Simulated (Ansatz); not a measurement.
Relaxed structures of B$_{2}$H$_{4}$SO, singlet (PBE0-D4/def2-TZVP; forces vanish, vibrations not checked; lower isomers may exist, and structures with a doubtful reference or unclear bonds are left out; Å). Computed with Ansatz 0.2.0 (basis: def2-TZVPP); correlated methods freeze the cores.

**Question.** Rank them by CCSD(T) energy, lowest first, and give each one's height above the lowest. Links in brackets join atoms within 1.22 times the sum of their covalent radii (1.1 for two metals). (An estimate is asked for; the value comes from the calculation.)
A.
a complex of BH₃S ([BH2][SH]) + BHO ([BH][O])
```
8
angstrom
B -0.4289 1.3928 -0.6021
O 0.0246 0.6907 -1.4628
B 1.3216 -1.2572 0.4584
S 0.2048 -1.1045 1.8296
H -0.8736 2.0961 0.2234
H 1.1553 -2.0754 -0.3864
H 2.2587 -0.5223 0.4774
H -0.6883 -2.0489 1.4873
```
B.
B₂H₄SO ([BH2][O][BH][SH])
```
8
angstrom
B -0.7372 1.3851 -0.7002
O 0.1108 0.3542 -0.8022
B 0.9622 -0.5502 -0.2855
S 0.2989 -1.9016 0.7045
H -0.7817 2.0077 0.3236
H -1.4136 1.6509 -1.6510
H 2.1307 -0.4703 -0.5162
H 1.4810 -2.4972 0.9209
```
C.
B₂H₄SO ([BH][O][BH][SH2])
```
8
angstrom
B -0.5259 1.1834 -0.4222
O 0.2519 0.1750 -0.3441
B 1.0742 -0.8745 -0.0676
S 0.5862 -1.9747 1.2887
H 0.2073 -1.2018 2.3814
H -1.4414 1.3576 -1.1684
H 2.1829 -0.9967 -0.4712
H -0.7227 -2.3378 1.1315
```

**Answer.** Computed: B (0.000 eV), A (1.267 eV), C (4.759 eV). Heights count from the lowest.

T1 diagnostic: at most 0.023. The restricted Hartree–Fock reference is unstable towards an unrestricted one at one or more of these structures. The program raised a doubt about the electronic state. A large double-excitation amplitude points to some diradical character; no triplet was computed.

For scale, one of the runs: CCSD(T)/def2-TZVPP, 191 basis functions, launched by `ansatz run in.yaml --threads 2 --pin off --events-out ev --progress --plain --max-ram 4352MiB`. Hardware: 2 CPU threads of an Arm Neoverse N1, shared host. Wall time 100 s; peak host memory 2.1 GiB.
